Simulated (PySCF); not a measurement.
# Löwdin shares of the frontier orbitals

Species: C4H3ClO3.
Atom-mapped SMILES: `[CH3:1][c:2]1[o:3][c:4](=[O:5])[o:6][c:7]1[Cl:8]` (hydrogens: H9, H10, H11 on C1)

Structure used (GFN2-xTB), in Å, numbered top down from 1:
```
atom  x, y, z in Å
C1    -1.645   -0.392   -0.163
C2    -0.209   -0.067   -0.031
O3     0.744   -0.974   -0.439
C4     1.964   -0.440   -0.212
O5     3.003   -0.956   -0.448
O6     1.802    0.795    0.335
C7     0.448    1.006    0.440
Cl8   -0.099    2.466    1.088
H9    -1.889   -0.582   -1.207
H10   -1.878   -1.291    0.405
H11   -2.237    0.439    0.206
```

Theory: TDDFT wB97X-D/def2-SVPD, vertical, gas phase, core orbitals frozen in the response (PySCF 2.14.0, density-fitted response routines).

Kohn–Sham orbitals with the atoms that hold most of them (Löwdin shares over 4%, at most four atoms; ? is withheld):

```tsv
orbital	ε (eV)	atoms
HOMO-3	-12.25	Cl8 76%, C7 9%, O5 5%
HOMO-2	-12.16	Cl8 42%, O5 27%, O6 14%, C4 8%
HOMO-1	-11.19	O5 69%, C4 10%, O6 6%, Cl8 6%
HOMO	-9.00	?
LUMO	?	?
LUMO+1	1.73	Cl8 30%, C7 14%, C4 13%, C1 12%
LUMO+2	2.05	Cl8 58%, C7 12%, C4 7%, O3 6%
```

Give the leading atoms of the LUMO.

C7 (bonded to C, Cl and O) 30%; C2 (bonded to 2 C and O) 29%; Cl8 (bonded to C) 12%; C1 (bonded to C and 3 H) 8%. By element: carbon 66% or more, chlorine 12%.

Give the leading atoms of the HOMO.

C7 (bonded to C, Cl and O) 23%; C2 (bonded to 2 C and O) 23%; Cl8 (bonded to C) 15%; O3 (bonded to 2 C) 10%. By element: carbon 46% or more, chlorine 15%, oxygen 10% or more.

What is the LUMO energy, and the HOMO–LUMO gap?

ε(LUMO) = 1.56 eV; the gap is 10.56 eV (0.3881 hartree).

The HOMO–LUMO gap is 10.56 eV. Where does the response calculation put the lowest singlet, and from which orbitals?

S1 is at 6.34 eV (f = 0.0001), 4.22 eV below the gap, made of HOMO→LUMO+1 (54%), HOMO→LUMO+2 (29%). Its leading pair isn't HOMO and LUMO; the energies of that pair differ by 10.74 eV. 

Next come S2 at 6.56 eV (f 0.0007), HOMO→LUMO+2 (55%), HOMO→LUMO+1 (34%); S3 at 6.59 eV (f 0.283), HOMO→LUMO (96%); S4 at 6.90 eV (f 0.144), HOMO→LUMO+3 (98%); S5 at 7.20 eV (f 0.0000), HOMO-1→LUMO+3 (96%).
